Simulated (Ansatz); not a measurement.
Ansatz (a program for electronic structure) input (B3LYP-D3(BJ)/def2-TZVP):

Ansatz 0.2 input:
```yaml
crystal:
  periodic: [false, false, false]
  atoms:
    - {symbol: Sn, position_ang: [0.02319707, -0.01246228, 0.83753106]}
    - {symbol: F, position_ang: [0.91206050, 1.66104594, -0.39923007]}
    - {symbol: F, position_ang: [-0.93328250, -1.63259103, -0.42036155]}
basis:
  gaussian:
    orbitals: def2-TZVP
hamiltonian:
  xc: b3lyp
  dispersion: d3bj
total_charge: -1
magnetization: {spin_polarized: true, initial_magnetization: 1}
relax: {f_tol: 0.002, max_steps: 150}
```

Output:

```
Functional definition: B3LYP
integrals: 0.03 GiB planned
744 factors; their error is unknown
mean field: 0.41 GiB planned
mean field evaluation 1: about -11272.0099 eV, gradient 1.5e1 eV
mean field evaluation 2: about -11271.0896 eV, gradient 2.3e1 eV
mean field evaluation 4: about -11272.6247 eV, gradient 5.5e-1 eV
mean field evaluation 8: about -11272.7124 eV, gradient 3.5e-2 eV
mean field evaluation 16: about -11271.9353 eV, gradient 4.5e0 eV
mean field -11272.71245075 eV, -414.2645416463 hartree, gradient 4.9e-5 eV, S^2 0.752454; 1 other end points of the search recorded, 0 dependent functions left out
the calculation of the forces begins
reference -11272.71266016 eV, -414.2645493419 hartree; 21, 20 occupied and 91, 92 virtual orbitals, 744 factors
relax step   1: F+E_penalty+E_count = -11272.77158302 eV  Δ(F+E_penalty+E_count) = +0.000e0 eV  max|allowed force component| = 1.441e0 eV/Å  Δτ_max = 0.0000 Å  (36 SCF iters, accepted)
these checks for a lower state are left out or cut short: starts, cluster_reference, orbital_swaps, neighbouring_geometries, increment
integrals: 0.03 GiB planned
744 factors; their error is unknown
mean field: 0.42 GiB planned
mean field -11273.12706906 eV, -414.2797785880 hartree, gradient 1.3e-5 eV, S^2 0.752711; 0 other end points of the search recorded, 0 dependent functions left out
the calculation of the forces begins
reference -11273.12727839 eV, -414.2797862806 hartree; 21, 20 occupied and 91, 92 virtual orbitals, 744 factors
relax step   2: F+E_penalty+E_count = -11273.18757786 eV  Δ(F+E_penalty+E_count) = -4.160e-1 eV  max|allowed force component| = 2.915e-1 eV/Å  Δτ_max = 0.1946 Å  (37 SCF iters, accepted)
these checks for a lower state are left out or cut short: starts, cluster_reference, orbital_swaps, neighbouring_geometries, increment
integrals: 0.03 GiB planned
744 factors; their error is unknown
mean field: 0.42 GiB planned
mean field evaluation 32: about -11273.2167 eV, gradient 1.4e-1 eV
mean field -11273.21675922 eV, -414.2830746405 hartree, gradient 1.5e-5 eV, S^2 0.752639; 0 other end points of the search recorded, 0 dependent functions left out
the calculation of the forces begins
reference -11273.21696350 eV, -414.2830821478 hartree; 21, 20 occupied and 91, 92 virtual orbitals, 744 factors
relax step   3: F+E_penalty+E_count = -11273.27877561 eV  Δ(F+E_penalty+E_count) = -9.120e-2 eV  max|allowed force component| = 2.932e-1 eV/Å  Δτ_max = 0.1951 Å  (37 SCF iters, accepted)
these checks for a lower state are left out or cut short: starts, cluster_reference, orbital_swaps, neighbouring_geometries, increment
integrals: 0.03 GiB planned
744 factors; their error is unknown
mean field: 0.42 GiB planned
mean field -11273.21951713 eV, -414.2831759920 hartree, gradient 1.7e-5 eV, S^2 0.752665; 0 other end points of the search recorded, 0 dependent functions left out
the calculation of the forces begins
reference -11273.21972124 eV, -414.2831834930 hartree; 21, 20 occupied and 91, 92 virtual orbitals, 744 factors
relax step   4: F+E_penalty+E_count = -11273.28157515 eV  Δ(F+E_penalty+E_count) = -2.800e-3 eV  max|allowed force component| = 6.548e-2 eV/Å  Δτ_max = 0.0153 Å  (33 SCF iters, accepted)
these checks for a lower state are left out or cut short: starts, cluster_reference, orbital_swaps, neighbouring_geometries, increment
integrals: 0.03 GiB planned
744 factors; their error is unknown
mean field: 0.42 GiB planned
mean field -11273.21967026 eV, -414.2831816194 hartree, gradient 1.5e-5 eV, S^2 0.752660; 0 other end points of the search recorded, 0 dependent functions left out
the calculation of the forces begins
reference -11273.21987440 eV, -414.2831891214 hartree; 21, 20 occupied and 91, 92 virtual orbitals, 744 factors
relax step   5: F+E_penalty+E_count = -11273.28171813 eV  Δ(F+E_penalty+E_count) = -1.430e-4 eV  max|allowed force component| = 5.530e-4 eV/Å  Δτ_max = 0.0026 Å  (35 SCF iters, accepted)
integrals: 0.03 GiB planned
744 factors; their error is unknown
mean field: 0.42 GiB planned
mean field evaluation 64: about -11273.2197 eV, gradient 1.4e-2 eV
mean field -11273.21967026 eV, -414.2831816194 hartree, gradient 2.7e-5 eV, S^2 0.752660; 1 other end points of the search recorded, 0 dependent functions left out
the calculation of the forces begins
reference -11273.21987440 eV, -414.2831891214 hartree; 21, 20 occupied and 91, 92 virtual orbitals, 744 factors
Total energy: -11273.28192227 eV, -414.2854693387 hartree
Atom 0 at     0.025286    -0.014292     0.917193 Å, force    -0.000014     0.000014    -0.000553 eV/Å
Atom 1 at     0.726414     1.332479    -0.441206 Å, force     0.000214     0.000363     0.000280 eV/Å
Atom 2 at    -0.749725    -1.302194    -0.458047 Å, force    -0.000201    -0.000378     0.000273 eV/Å
Dipole moment:     0.016088    -0.012818     0.595245 e Å
```
